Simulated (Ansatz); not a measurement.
A set of 12 reactions (atomization), with CCSD(T)/CBS values in kJ/mol:

```csv
reaction,ΔE
`[CH3][Al]([CH3])[InH2]` → Al• + 2 C• + 8 H• + In•,3755.1
`C[BH][Al]([OH])[InH2]` → Al• + B• + C• + 7 H• + In• + O•,3792.6
`C1[SiH2][Se][SiH2]1` → C• + 6 H• + Se• + 2 Si•,3338.2
`O[B-](O)(O)[NH2+][SiH3]` → B• + 8 H• + N• + 3 O• + Si•,5223.3
`FB(F)OC(F)(F)F` → B• + C• + 5 F• + O•,3719.6
`BB(N)C[SiH3]` → 2 B• + C• + 9 H• + N• + Si•,4931.9
`[SiH3][Si]1(P)CC1` → 2 C• + 9 H• + P• + 2 Si•,4654.6
`[CH3][Sn]([F])[F]`• → C• + 2 F• + 3 H• + Sn•,2402.2
`CC(C)[O][Mg][Cl]` → 3 C• + Cl• + 7 H• + Mg (atom) + O•,4913.9
`C[N]([GeH3])[Si](C)(C)C` → 4 C• + Ge• + 15 H• + N• + Si•,7976.1
`Cl[SiH2][GeH2][Cl]` → 2 Cl• + Ge• + 4 H• + Si•,2250.6
`COCC(F)(F)F` → 3 C• + 3 F• + 5 H• + O•,4761.8
```

Program: Ansatz. Geometries: PBE0-D4/def2-TZVP. ΔE: electronic, gas phase. CCSD(T)/CBS is the MP2 limit (def2-TZVPP, def2-QZVPP) plus CCSD(T) − MP2 in def2-TZVPP, frozen cores. This one scheme is used for every species, atoms too. For atomizations the MP2-based limit and the directly extrapolated one differ by several kJ/mol either way, and by 10 to 25 for some Ge, Se and Sn compounds, so smaller differences from it don't rank the levels. DFT in def2-TZVPP. B3LYP here is the variant with VWN-RPA as its local correlation; programs differ in this. Open shells (•) are unrestricted, without spin–orbit coupling. Spin–orbit coupling would lower the free atoms: a little for Al, B, C, Cl, F, O, Si; clearly for Ge, Se; strongly for In, Sn. Elements past krypton have def2 core potentials. For Ge, In, Mg, Se, Sn outer-core shells are correlated without core-valence functions, so the limit isn't a true one: a few kJ/mol of doubt a bond, and 10 to 20 or more in all where bonds break to atoms. Scalar relativity is left out up to krypton. Each species was taken in one conformer, which may not be the lowest.

Q: Give the mean, mean absolute and largest difference (level minus CCSD(T)/CBS, kJ/mol) for: r2SCAN-D4, B3LYP-D4, ωB97X-V, ωB97M-V, B2PLYP, PBE, r2SCAN, B3LYP, HF/def2-TZVPP, SCS-MP2/def2-TZVPP, CCSD(T)/def2-TZVPP, HF/def2-QZVPP, MP2/def2-QZVPP, MP2/CBS(def2). (Best estimate.)

A: Computed: 
```
             level     mean  mean absolute  largest
         r2SCAN-D4     11.9           16.0     49.8
          B3LYP-D4    -15.5           25.3     47.7
           ωB97X-V     14.8           19.2     50.5
           ωB97M-V      6.6           17.5     43.8
            B2PLYP    -59.5           59.5   -103.5
               PBE     29.9           46.4    159.8
            r2SCAN      5.2           15.2     46.0
             B3LYP    -57.8           58.4    -97.9
     HF/def2-TZVPP  -1146.3         1146.3  -2032.9
SCS-MP2/def2-TZVPP    -71.9           71.9   -127.3
CCSD(T)/def2-TZVPP   -111.1          111.1   -173.5
     HF/def2-QZVPP  -1139.9         1139.9  -2024.9
    MP2/def2-QZVPP     15.1           46.4    179.2
     MP2/CBS(def2)     60.2           62.3    220.4
```

The largest T1 diagnostic in the set is 0.018, for Al• (customary mark 0.045).

CCSD(T)/CBS is a level of theory with its own doubt, and the functionals carry their triple-zeta basis error, so these figures describe this set and don't rank the functionals.
